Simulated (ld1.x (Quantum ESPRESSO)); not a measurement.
## Varying the TM potential for gallium

Base potential:

- Element: Ga (Z = 31)
- Generator: ld1.x (Quantum ESPRESSO) 7.5
- Type: norm-conserving Troullier–Martins (Kleinman–Bylander form)
- Functional: LDA (PZ)
- Relativity: scalar-relativistic
- Frozen core: [Ar] 3d10
- Valence charge: 3
- Reference configuration: 4s1 4p2
- Partial waves: 4s (bound): rc 1.80 bohr; 4p (bound): rc 1.70 bohr
- Local potential: all-electron potential smoothed inside 1.40 bohr (lloc = -1)
- Core correction: none

Cutoffs, loose and tight: the cutoffs (Ry, on a coarse ladder) from which the occupation-weighted sum of valence levels, in a spherical-Bessel basis at the reference potential, stays within 10 and 1 mRy of its value at 400 Ry. They do not see the model core or the augmentation charge, which bear on the density cutoff. Test errors are all-electron minus pseudo excitation energies from the reference, over the configurations 4s2 4p1; 4s2 4p0; 4s1 4p0; 4s1 4p1; 4s2 4p0.5; 4s2 4p1.3; 4s0 4p3 (two spin-polarised tests are not counted in the largest error). A dash means not determined; rows that change the core or the reference have their own tests.

A true bound ghost makes a file unfit for plane-wave use even where its test errors are small: the radial tests pick states by their node count and pass the ghost by.

| change | outcome | cutoff, loose | cutoff, tight | bound ghosts | largest test error (meV) |
| --- | --- | --- | --- | --- | --- |
| base | generated | 12 Ry | 35 Ry | none | +115 |
| all radii scaled by about 0.75 (s 1.36, p 1.28 bohr); local potential all-electron potential smoothed inside 1.06 bohr (lloc = -1) | generated | 140 Ry | 180 Ry | s | +100 |
| all radii scaled by about 1.05 (s 1.88, p 1.78 bohr); local potential all-electron potential smoothed inside 1.46 bohr (lloc = -1) | generated | 12 Ry | 35 Ry | none | +107 |
| all radii scaled by about 1.09 (s 1.96, p 1.86 bohr); local potential all-electron potential smoothed inside 1.52 bohr (lloc = -1) | generated | 12 Ry | 35 Ry | none | +101 |
| all radii scaled by about 1.15 (s 2.08, p 1.96 bohr); local potential all-electron potential smoothed inside 1.62 bohr (lloc = -1) | generated | 12 Ry | 30 Ry | none | +102 |
| all radii scaled by about 1.23 (s 2.22, p 2.08 bohr); local potential all-electron potential smoothed inside 1.72 bohr (lloc = -1) | generated | 12 Ry | 30 Ry | none | +104 |
| all radii scaled by about 1.31 (s 2.36, p 2.22 bohr); local potential all-electron potential smoothed inside 1.82 bohr (lloc = -1) | generated | 10 Ry | 25 Ry | none | +109 |

**Question.** What comes out with this change to the base: all radii scaled by about 1.38 (s 2.48, p 2.34 bohr); local potential all-electron potential smoothed inside 1.92 bohr (lloc = -1)?

**Answer.** outcome: generated; cutoff, loose: 10 Ry; cutoff, tight: 21 Ry; bound ghosts: none; largest test error (meV): +112.

**Question.** What comes out with this change to the base: all radii scaled by about 0.84 (s 1.52, p 1.42 bohr); local potential all-electron potential smoothed inside 1.18 bohr (lloc = -1)?

**Answer.** outcome: generated; cutoff, loose: 55 Ry; cutoff, tight: 100 Ry; bound ghosts: s; largest test error (meV): +89.

**Question.** What comes out with this change to the base: all radii scaled by about 0.89 (s 1.60, p 1.52 bohr); local potential all-electron potential smoothed inside 1.24 bohr (lloc = -1)?

**Answer.** outcome: generated; cutoff, loose: 40 Ry; cutoff, tight: 55 Ry; bound ghosts: s; largest test error (meV): +83.

Reading the sweep of the scale of all radii (base = 1) (base included, trends over the rows without a ghost): The loose cutoff stays near 12 Ry. The median size of the test errors (rows with all tests solved) falls from 23.2 meV at 1 to 13.7 meV at 1.38. This runs against the usual rule that a larger radius transfers worse; these runs do not show why. Bound ghosts are found at 0.75, 0.84, 0.89.
